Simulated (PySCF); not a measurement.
# Excitation energies in several basis sets

C3H10FPSi.
Bonds: F1–C2, C2–C3, C3–C4, C4–Si5, Si5–P6. Hydrogens: H7, H8 on C2; H9, H10 on C3; H11, H12 on C4; H13, H14 on Si5; H15, H16 on P6.

TDDFT with PBE0 (PySCF), vertical singlets, core orbitals frozen in the response, spherical d and f functions. The structure is a single PBE0-D3(BJ)/def2-SVP conformer in the gas phase; no vibrational or solvent corrections.

Q: How do the low singlets change with the basis? Take 6-31G*, 6-31+G*, def2-SVP, def2-SVPD, aug-cc-pVDZ and def2-TZVP.

A: 

```csv
basis,functions,diffuse,S1 (eV),S2 (eV),S3 (eV),S4 (eV),S5 (eV),LUMO (eV),α (au)
6-31G*,112,no,6.69,7.25,7.57,7.75,7.95,0.60,79.2
6-31+G*,136,yes,6.27,6.52,6.73,7.00,7.32,-0.08,88.0
def2-SVP,142,no,6.70,7.21,7.52,7.83,8.12,0.62,81.8
def2-SVPD,211,yes,6.38,6.57,6.93,7.23,7.62,0.15,94.8
aug-cc-pVDZ,236,yes,6.13,6.31,6.62,6.83,7.05,-0.26,97.0
def2-TZVP,258,no,6.30,6.80,7.01,7.25,7.67,0.23,91.6
```

States are compared by their number. Against the largest diffuse basis here (aug-cc-pVDZ, itself not a converged limit), sets without diffuse functions differ by up to 0.57 eV in S1 and 1.07 eV in S5; the smaller diffuse sets differ by up to 0.24 and 0.58 eV. State by state, the largest deviation of a set without diffuse functions is S1 0.57, S2 0.94, S3 0.95, S4 0.99, S5 1.07 eV. The same number needn't mean the same state in each row. Against aug-cc-pVDZ the polarisability deviates by -18% in 6-31G*, -9% in 6-31+G*, -16% in def2-SVP, -2% in def2-SVPD, -6% in def2-TZVP. A single + in a Pople set puts diffuse functions on heavy atoms only.
